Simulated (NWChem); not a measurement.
System: GeH2S, singlet; SMILES [SH][GeH]

Input file for NWChem:

```
start job
memory heap 200 mb stack 900 mb global 1100 mb
geometry units angstroms noautoz
  Ge     0.014492     0.783323     0.001785
  H     -1.591868     0.798152     0.002106
  S     -0.040967    -1.465694     0.002577
  H      1.297002    -1.664965     0.002440
end
basis spherical
  Ge library 6-31g*
  H library 6-31g*
  S library 6-31g*
end
dft
  xc b3lyp
  iterations 150
end
tddft
  cis
  nroots 6
  notriplet
end
task tddft energy
```

Low-valent species are run as closed-shell singlets; no triplet was tried in these runs. Structure relaxed at the B3LYP/6-31G* (spherical d) level.

Vertical excitations in the gas phase.

Q: Predict the main results of this run. (B3LYP/6-31G* (spherical d), TDA.) Quantities: lowest excitation, singlet (eV); oscillator strength of that lowest state; lowest state with f > 0.02, singlet (eV); oscillator strength of that bright state; orbital gap (eV).

A: 
| Item | Result |
|---|---|
| lowest excitation, singlet (eV) | 3.24 |
| oscillator strength of that lowest state | 0.020 |
| lowest state with f > 0.02, singlet (eV) | 3.24 |
| oscillator strength of that bright state | 0.020 |
| orbital gap (eV) | 4.03 |
